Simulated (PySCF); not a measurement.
# Working out the excitation energy of C⁺

C⁺ [He] 2s2 2p1 (2P) → C⁺ [He] 2s1 2p2 (4P). Calculation: PySCF 2.14, in x2c-TZVPPall (5s3p2d1f, 31 functions); the spin-free X2C one-electron Hamiltonian (Gaussian nucleus). Frozen: nothing. Energies in hartree (1 hartree = 27.21139 eV):

```csv
part,C⁺ (lower),C⁺ (upper)
UHF,-37.310662,-37.176255
CCSD correlation,-0.090234,-0.032572
(T),-0.001320,-0.000075
```

Task: What does Hartree-Fock give?

Result: (-37.176255) − (-37.310662) = 0.134407 hartree = 3.657 eV.

Task: What do CCSD and CCSD(T) give?

Result: The CCSD correlation energies differ by 0.057662 hartree = 1.569 eV and the triples by 0.001245 hartree = 0.034 eV, so CCSD gives 5.226 eV and CCSD(T) 5.260 eV.

Measured between the centres of the two terms (NIST): 5.331 eV, so CCSD(T) (valence and next inner shell) is off by -0.071 eV.

What remains against the reference includes basis incompleteness and higher excitations.
